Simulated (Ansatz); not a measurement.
This geometry of F6Mo + H2 (9 atoms, charge 0, multiplicity 1) is a first-order saddle point.

These are results of Ansatz 0.2.0, RKS PBE0/def2-SVP, not measurements.

```xyz
9
Properties=species:S:1:pos:R:3
Mo 0.141 0.127 -0.075
F 0.549 -0.462 1.892
F 1.949 0.009 -0.120
F -0.016 1.798 -0.838
F -1.483 0.516 0.644
F -0.365 -1.618 0.028
F 0.109 -0.282 -1.851
H 0.648 1.478 1.135
H 0.689 0.747 1.729
```

**Question.** Which two structures does it join? (They come from a converged band through this point; their orientation in space is the band's.)

**Answer.** Bonds broken: Mo1–F2, H8–H9. Bonds formed: Mo1–H8, F2–H9. F6Mo + H2 becomes F6H2Mo.

First end point:

```xyz
9
Properties=species:S:1:pos:R:3
Mo -0.251 -0.253 -0.225
F -0.165 -0.156 1.588
F 1.563 -0.249 -0.317
F -0.261 1.561 -0.327
F -2.066 -0.257 -0.137
F -0.242 -2.067 -0.128
F -0.341 -0.353 -2.037
H 2.169 2.236 1.787
H 1.813 1.852 2.339
```

Last end point:

```xyz
9
Properties=species:S:1:pos:R:3
Mo -0.006 0.271 -0.233
F 0.567 0.105 2.209
F 1.822 0.116 0.031
F -0.756 1.639 -1.214
F -1.562 0.446 0.697
F -0.132 -1.486 0.296
F 0.374 -0.292 -1.927
H 0.453 1.658 0.547
H 1.462 -0.144 2.138
```

**Question.** How far does it lie above each of them?

**Answer.** 151.2 kJ/mol above the first and 75.6 kJ/mol above the second. This is the barrier of this one path; another mechanism may lie lower. The orbitals stay closed-shell, which can raise the energy where a bond breaks towards radicals; this wasn't checked here.

Run time: 5.6 min on 4 threads of Arm Neoverse V2 (shared host), peak memory 0.36 GiB.
